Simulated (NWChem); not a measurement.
Species: Se cation, quartet

Computed with NWChem. Spin-unrestricted. Medium grid unless said otherwise, to which SCAN and Minnesota functionals are sensitive. No stability test was run on the SCF state. Total energies of different functionals are on different scales.

```csv
level,energy (Ha),highest occupied level (eV),"lowest empty minus highest occupied level, either spin (eV)",<S²>
B3LYP/def2-TZVP,-2401.1640,-17.41,4.35,3.75
PBE/def2-TZVP,-2400.7695,-16.43,2.80,3.75
LRC-wPBEh/def2-TZVP,-2400.8467,-19.80,9.23,3.75
B97-D/def2-TZVP,-2402.3611,-16.49,2.61,3.75
MN15/def2-TZVP,-2401.4652,-18.50,6.94,3.75
PW91/def2-TZVP,-2401.2753,-16.48,2.76,3.75
"LDA (Slater exchange, VWN5)/def2-TZVP",-2397.6965,-16.46,2.37,3.75
r2SCAN0/def2-TZVP,-2401.1156,-18.21,6.21,3.75
CAM-B3LYP/def2-TZVP,-2401.2536,-19.10,7.55,3.75
```
